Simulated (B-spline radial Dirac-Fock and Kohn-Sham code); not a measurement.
# Core-level shifts of niobium with charge state

The computed values come from a radial atomic solver: relaxed Dirac-Fock hole states (ΔSCF) with Breit and QED corrections and a finite nucleus. Each ion is free and in its tabulated ground configuration. Electron correlation is not included.

Reference: Nb⁷⁺, [Ar] 3d10 4s2 4p4, with L1 2827.1 eV, M1 591.6 eV, M2 501.4 eV, M4 327.0 eV, N1 167.5 eV. Shifts from it, in eV (a dash: the subshell is empty, belongs to an open shell averaged over j, or its hole state is left out as unreliable):

```csv
ion,configuration,L1,M1,M2,M4,N1
Nb⁸⁺,[Ar] 3d10 4s2 4p3,+25.1,+23.8,–,+23.9,+18.3
Nb⁹⁺,[Ar] 3d10 4s2 4p2,+51.2,+48.5,+48.2,+48.7,+37.1
Nb¹⁰⁺,[Ar] 3d10 4s2 4p1,+78.4,+74.1,+73.6,+74.3,+56.4
Nb¹¹⁺,[Ar] 3d10 4s2,+106.5,+100.4,+99.8,+100.8,+76.2
Nb¹²⁺,[Ar] 3d10 4s1,?,?,?,?,?
```

Problem. Give the missing shifts for Nb¹²⁺.

Solution. L1 +135.8, M1 –, M2 +127.9, M4 +129.0, N1 +99.8 (eV).
